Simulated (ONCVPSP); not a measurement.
## lithium (Li), ONCV: configuration errors across variants

```json
{"Element": "lithium", "Generator": "ONCVPSP 4.0.1", "Type": "optimised norm-conserving Vanderbilt (ONCV)", "Functional": "PBEsol", "Relativity": "scalar-relativistic", "Frozen core": "none", "Valence charge": "3", "Reference configuration": "1s2 (charge +1)", "Partial waves": "1s: rc 0.60 bohr, ncon 4, nbas 9, qcut 22.9 1/bohr, 2 projectors, debl 2.1 Ha; p scattering state at 0.11 Ha: rc 0.55 bohr, ncon 3, nbas 7, qcut 18 1/bohr, 2 projectors, debl 1.2 Ha; d scattering state at 0.08 Ha: rc 0.55 bohr, ncon 5, nbas 10, qcut 16.4 1/bohr, 3 projectors, debl 1 Ha", "Local potential": "polynomial inside 0.55 bohr (lpopt 5, dvloc0 6 Ha)", "Core correction": "none"}
```

In the s channel the program set the typed energies aside and used -2.199, 0.250 Ha.

All-electron excitation energies from the reference (eV): (1) 1s2 2s1 -5.187; (2) 1s2 2s0.5 -3.174; (3) 1s2 2p1 -3.426; (4) 1s1 2s1 62.590.

2 further variants failed, have other tests or another functional or relativity, and are left out.

Errors AE − PS in meV (a dash: test not solved or not reliable):

```
           change   (1)  (2)  (3)  (4)  bound ghosts  GHOST(+) flags above zero
             base  +0.1  0.0  0.0  +47          none                          d
     d: qcut 12.7  +0.1  0.0  0.0  +47          none                          d
      p: debl 3.1  +0.1  0.0  0.0  +47          none                          d
        s: nbas 8  +0.1  0.0  0.0  +47          none                          d
p: ncon 4, nbas 8  +0.1  0.0  0.0  +47          none                          d
```

Q: Give the same row for: s: qcut 33.

A: +0.1, 0.0, 0.0, +38; bound ghosts: none; GHOST(+) flags above zero: d.
